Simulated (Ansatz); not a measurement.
Born–Oppenheimer molecular dynamics of Ge2H8O (11 atoms, charge 0, multiplicity 1). It starts at the highest image of a converged band. Of that band: Neighbouring images differ by up to 1.5 eV, so the band resolves the path poorly. A vibrational analysis at the climbing image gives one clearly imaginary mode, 1155i cm⁻¹: a first-order saddle point.

Theory: Ansatz 0.2.0, RKS PBE-D4/def2-SVP.

| Item | Value |
| --- | --- |
| ensemble | NVE (velocity Verlet) |
| time step | 0.5 fs |
| steps asked | 200 |
| starting velocities drawn for | 100 K |
| seed | 3051 |

First frame:

```xyz
11
Properties=species:S:1:pos:R:3
Ge 0.171 -0.041 0.063
O -0.016 0.423 2.064
H -0.940 0.373 2.394
Ge 2.400 -0.158 -0.916
H 2.582 -1.448 -1.766
H 2.649 1.091 -1.798
H 3.435 -0.179 0.238
H -0.969 0.519 -0.834
H -0.273 -1.506 0.445
H 0.586 1.814 0.541
H 0.245 1.426 1.509
```

Task: How far do the bonds stretch over the last three quarters of this one trajectory? (Pairs bonded in most of those frames.)

Result: 
```csv
bond,mean (Å),spread (Å),shortest,longest
Ge1–O2,1.810,0.114,1.67,2.00
Ge1–Ge4,2.448,0.021,2.42,2.48
Ge1–H8,1.565,0.008,1.55,1.58
Ge1–H9,1.564,0.019,1.53,1.60
O2–H3,0.977,0.009,0.96,0.99
Ge4–H5,1.554,0.005,1.54,1.56
Ge4–H6,1.554,0.006,1.54,1.57
Ge4–H7,1.551,0.006,1.54,1.56
H10–H11,0.769,0.022,0.74,0.80
```

Mean temperature of the second half: 1006 K. The conserved energy stayed within 0.064 meV per atom of its start (net change -0.062 meV per atom), so the integration is sound. The kinetic energy rose, since the run started high on the potential surface and went downhill. It ends in pieces (Ge2H6O + H2), so much of that is their flight and rotation, not heat. A run of 0.1 ps of so small a system gives no equilibrium averages. The orbitals stay closed-shell, which can raise the energy where a bond breaks towards radicals; this wasn't checked here.

Run time: 3.8 min on 4 threads of Arm Neoverse V1 (shared host), peak memory 0.18 GiB.
